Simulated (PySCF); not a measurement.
## How methods differ on the ionisation energy of As

As [Ar] 3d10 4s2 4p3 (4S) → As⁺ [Ar] 3d10 4s2 4p2 (3P), as a difference of total energies. Calculation: PySCF 2.14, in x2c-TZVPPall (6s5p4d1f, 48 functions); the spin-free X2C one-electron Hamiltonian (Gaussian nucleus). Correlated levels: valence and next inner shell: [Ne] frozen. The calculations carry no spin-orbit coupling.

```json
{"method": "UHF", "ionisation energy (eV)": "9.436", "error (eV)": "-0.572"}
{"method": "MP2 (valence and next inner shell)", "ionisation energy (eV)": "9.991", "error (eV)": "-0.017"}
{"method": "SCS-MP2 (valence and next inner shell)", "ionisation energy (eV)": "9.818", "error (eV)": "-0.190"}
{"method": "CCSD (valence and next inner shell)", "ionisation energy (eV)": "9.920", "error (eV)": "-0.088"}
{"method": "CCSD(T) (valence and next inner shell)", "ionisation energy (eV)": "9.953", "error (eV)": "-0.055"}
```

Reference: 10.008 eV (measured; NIST levels, between the centres of gravity of the two terms).

Errors of the correlated levels include the incompleteness of this basis and the frozen core.
